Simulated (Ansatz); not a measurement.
The same carbene extrusion along the group S, Se, Te.

Computed with Ansatz on PBE0-D4/def2-TZVP structures; ΔE is electronic, products minus reactants. CCSD(T)/CBS adds triple-zeta CCSD(T) − MP2 to the extrapolated MP2 energy (def2 sets, frozen cores). This one scheme is used for every species. DFT in def2-TZVPP. B3LYP here is the variant with VWN-RPA as its local correlation; programs differ in this. Triplets are unrestricted, without spin–orbit coupling. def2 core potentials past Kr. For Se, Te outer-core shells are correlated without core-valence functions, which leaves a few kJ/mol of doubt a bond. Scalar relativity is left out up to krypton.

| reaction | B3LYP-D4 (eV) | CCSD(T)/def2-SVP (eV) | LDA (SPW92) (eV) | ωB97M-V (eV) | CCSD(T)/CBS(def2) (eV) |
| --- | --- | --- | --- | --- | --- |
| `BSC` → `[CH2]` (triplet) + `BS` | 4.40 | 4.15 | 5.23 | 4.48 | 4.46 |
| `B[Se]C` → `[CH2]` (triplet) + `B[SeH]` | 4.45 | 4.19 | 5.24 | 4.53 | 4.52 |
| `B[Te]C` → `[CH2]` (triplet) + `B[TeH]` | 4.54 | 4.26 | 5.31 | 4.61 | 4.66 |

Largest T1 diagnostic: 0.015, for `B[TeH]`.
